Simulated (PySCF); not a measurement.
This PySCF input asks for the NMR shieldings of SMILES OB(O)[SiH2]O[SiH2][SiH3], BH9O3Si3; the geometry comes from GFN2-xTB.

```python
import basis_set_exchange as bse
import numpy as np
from pyscf import gto, dft
from pyscf.prop import nmr

atoms = """
O    -1.853213    1.340352    1.023795
B    -2.396472    0.213296    0.482204
O    -3.728045    0.049079    0.639810
Si   -1.378430   -1.160609   -0.491990
O     0.164848   -0.599301   -0.445479
Si    1.743200   -0.763383   -0.802187
Si    2.689218    1.025042    0.295048
H    -0.910002    1.451505    0.912068
H    -4.159665    0.757385    1.125024
H    -1.324196   -2.517140    0.078756
H    -1.683491   -1.376517   -1.916153
H     1.858699   -0.752210   -2.266213
H     2.166354   -2.097036   -0.356767
H     4.153268    1.001436    0.210417
H     2.278369    2.337158   -0.230336
H     2.371958    1.099888    1.730590
"""
names = dict.fromkeys(["O", "B", "Si", "H"], "pcSseg-1")
basis = {el: gto.basis.parse(bse.get_basis(n, elements=[el], fmt="nwchem")) for el, n in names.items()}
mol = gto.M(atom=atoms, basis=basis, charge=0, verbose=0)
mf = dft.RKS(mol, xc="PBE0")
mf.grids.level = 2
mf.grids.alignment = dft.numint.BLKSIZE   # the property module wants whole blocks of grid points
mf.conv_tol = 1e-9
mf.kernel()

calc = nmr.RKS(mf)   # GIAO
C = mf.mo_coeff
Co = C[:, mf.mo_occ > 0]
resp = mf.gen_response(singlet=True, hermi=2)
def vind(x):   # induced exchange potential for any number of trial vectors
    d = np.einsum("pi,xij,qj->xpq", C, 2 * x.reshape(-1, C.shape[1], Co.shape[1]), Co, optimize=True)
    return np.einsum("xpq,pi,qj->xij", resp(d - d.transpose(0, 2, 1)), C, Co, optimize=True).ravel()
mo1, _ = nmr.rhf.solve_mo1(calc, with_cphf=vind)
sigma = calc.kernel(mo1)
for i, s in enumerate(sigma):   # ppm
    w = np.linalg.eigvalsh((s + s.T) / 2)
    print("%2d %-2s iso %8.1f  s11 %8.1f  s22 %8.1f  s33 %8.1f" % (i, mol.atom_pure_symbol(i), w.mean(), *w))
```

Task: What are the results?

Result: 
```
 0 O  iso    179.8  s11      7.0  s22    248.6  s33    283.8
 1 B  iso     70.7  s11     54.1  s22     60.6  s33     97.3
 2 O  iso    193.3  s11     67.2  s22    233.2  s33    279.6
 3 Si iso    388.1  s11    323.8  s22    352.9  s33    487.5
 4 O  iso    348.7  s11    273.9  s22    364.3  s33    407.8
 5 Si iso    375.0  s11    307.8  s22    350.3  s33    466.7
 6 Si iso    470.2  s11    448.7  s22    470.8  s33    491.0
 7 H  iso     26.2  s11     19.3  s22     24.6  s33     34.6
 8 H  iso     26.9  s11     22.0  s22     22.6  s33     36.1
 9 H  iso     26.6  s11     22.9  s22     25.5  s33     31.3
10 H  iso     26.6  s11     22.9  s22     25.5  s33     31.4
11 H  iso     26.1  s11     22.6  s22     25.0  s33     30.8
12 H  iso     26.1  s11     22.5  s22     25.0  s33     30.8
13 H  iso     28.5  s11     25.3  s22     25.7  s33     34.6
14 H  iso     28.2  s11     25.2  s22     26.3  s33     33.0
15 H  iso     28.2  s11     25.2  s22     26.5  s33     32.9
```

These numbers come from an equivalent density-fitted implementation of the same equations, which agrees with the script to about 0.01 ppm for H and up to a few tenths of a ppm for heavy atoms, so last digits may differ.

Size and cost of the density-fitted run: 185 basis functions, 22 s wall time on 1 thread of an Arm Neoverse V2, shared host; peak memory 0.83 GiB.
